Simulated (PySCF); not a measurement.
C₃H₉ClGe, SMILES [CH3][Ge]([CH3])([CH3])[Cl], CAM-B3LYP/def2-SVP optimised geometry.

```
14

C     -0.82     0.67     0.00
Ge    -0.27    -1.19     0.00
C     -0.82    -2.12    -1.62
C     -0.82    -2.12     1.62
Cl     1.92    -1.19     0.00
H     -1.92     0.75     0.01
H     -0.43     1.19     0.89
H     -0.44     1.19    -0.89
H     -0.43    -3.15    -1.61
H     -1.92    -2.16    -1.68
H     -0.43    -1.61    -2.51
H     -1.92    -2.16     1.68
H     -0.44    -1.61     2.51
H     -0.43    -3.15     1.62
```

Density from PySCF with CAM-B3LYP/def2-TZVP at that geometry.

Minimum of the electron density along straight lines between bonded atoms, close to the bond critical point (lines longer than 1.1 times the sum of covalent radii, or with two minima, are not listed):

```json
[
 {"bond": "C1–Ge2", "length / Å": "1.945", "ρ at the minimum / e bohr⁻³": "0.132", "∇²ρ there / e bohr⁻⁵": "0.09", "position (fraction from the first atom)": "0.53"},
 {"bond": "Ge2–C3", "length / Å": "1.945", "ρ at the minimum / e bohr⁻³": "0.132", "∇²ρ there / e bohr⁻⁵": "0.09", "position (fraction from the first atom)": "0.47"},
 {"bond": "Ge2–C4", "length / Å": "1.945", "ρ at the minimum / e bohr⁻³": "0.132", "∇²ρ there / e bohr⁻⁵": "0.09", "position (fraction from the first atom)": "0.47"},
 {"bond": "Ge2–Cl5", "length / Å": "2.190", "ρ at the minimum / e bohr⁻³": "…", "∇²ρ there / e bohr⁻⁵": "…", "position (fraction from the first atom)": "0.43"},
 {"bond": "C1–H6", "length / Å": "1.101", "ρ at the minimum / e bohr⁻³": "0.268", "∇²ρ there / e bohr⁻⁵": "-0.88", "position (fraction from the first atom)": "0.64"},
 {"bond": "C1–H7", "length / Å": "1.099", "ρ at the minimum / e bohr⁻³": "0.270", "∇²ρ there / e bohr⁻⁵": "-0.90", "position (fraction from the first atom)": "0.64"},
 {"bond": "C1–H8", "length / Å": "1.099", "ρ at the minimum / e bohr⁻³": "0.270", "∇²ρ there / e bohr⁻⁵": "-0.90", "position (fraction from the first atom)": "0.64"},
 {"bond": "C3–H9", "length / Å": "1.099", "ρ at the minimum / e bohr⁻³": "0.270", "∇²ρ there / e bohr⁻⁵": "-0.90", "position (fraction from the first atom)": "0.64"},
 {"bond": "C3–H10", "length / Å": "1.101", "ρ at the minimum / e bohr⁻³": "0.268", "∇²ρ there / e bohr⁻⁵": "-0.88", "position (fraction from the first atom)": "0.64"},
 {"bond": "C3–H11", "length / Å": "1.099", "ρ at the minimum / e bohr⁻³": "0.270", "∇²ρ there / e bohr⁻⁵": "-0.90", "position (fraction from the first atom)": "0.64"},
 {"bond": "C4–H12", "length / Å": "1.101", "ρ at the minimum / e bohr⁻³": "0.268", "∇²ρ there / e bohr⁻⁵": "-0.88", "position (fraction from the first atom)": "0.64"},
 {"bond": "C4–H13", "length / Å": "1.099", "ρ at the minimum / e bohr⁻³": "0.270", "∇²ρ there / e bohr⁻⁵": "-0.90", "position (fraction from the first atom)": "0.64"},
 {"bond": "C4–H14", "length / Å": "1.099", "ρ at the minimum / e bohr⁻³": "0.270", "∇²ρ there / e bohr⁻⁵": "-0.90", "position (fraction from the first atom)": "0.64"}
]
```

Task: Fill in the missing entries.

Result: 
- Ge2–Cl5, ρ at the minimum / e bohr⁻³: 0.097
- Ge2–Cl5, ∇²ρ there / e bohr⁻⁵: 0.15
